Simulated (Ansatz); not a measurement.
Reaction (isomerisation): `C[SiH2]SSC` → `CSC([SiH3])S`

Gas-phase electronic energies from Ansatz, PBE0-D4/def2-TZVP geometries. CCSD(T)/CBS adds triple-zeta CCSD(T) − MP2 to the extrapolated MP2 energy (def2 sets, frozen cores). Each species was taken in one conformer, which may not be the lowest.

| species | CCSD(T)/CBS(def2) energy (Eh) |
| --- | --- |
| `C[SiH2]SSC` | -1165.58998 |
| `CSC([SiH3])S` | -1165.53679 |

Question: Work out ΔE.

Answer: ΔE = (-1165.53679) − (-1165.58998) = 0.05319 Eh = +139.7 kJ/mol.

Largest T1 diagnostic among the species: 0.011.

In def2-TZVPP, CCSD(T) changes the Hartree–Fock value by −11.5 kJ/mol (the triples alone add −1.1 kJ/mol) and MP2 by −9.3 kJ/mol.
